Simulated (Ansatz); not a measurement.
`[SiH3][O][InH][Br]` + `CB(N)O` → `CB(N)O[SiH3]` + `[OH][InH][Br]`  (ligand exchange at the Si–O bond)

Computed with Ansatz on PBE0-D4/def2-TZVP structures; ΔE is electronic, products minus reactants. CCSD(T)/CBS is the MP2 limit (def2-TZVPP, def2-QZVPP) plus CCSD(T) − MP2 in def2-TZVPP, frozen cores. This one scheme is used for every species. Functionals use def2-TZVPP. def2 core potentials past Kr. For Br, In outer-core shells are correlated without core-valence functions, which leaves a few kJ/mol of doubt a bond. Scalar relativity is left out up to krypton. One conformer a species, not always the lowest.

```csv
level,ΔE (kJ/mol)
PBE-D4,14.5
r2SCAN0-D4,18.4
```

What does CCSD(T)/CBS give? (Best estimate.)

Ansatz gave: +18.4 kJ/mol. The listed levels differ from it by -3.9, 0.0 kJ/mol.

Largest T1 diagnostic among the species: 0.014.

Leaving LDA and LC-ωPBE aside and taking each functional with its dispersion term where it has one, the values, not all of them listed here, spread over 7.5 kJ/mol, from revPBE-D4 to PBE-QIDH. From BLYP to BHLYP (50 % exact exchange), in def2-TZVPP and without D4, ΔE moves by +4.5 kJ/mol. At CCSD(T), def2-SVP lies +8.8 kJ/mol from the extrapolated value and def2-TZVPP +0.8 kJ/mol.
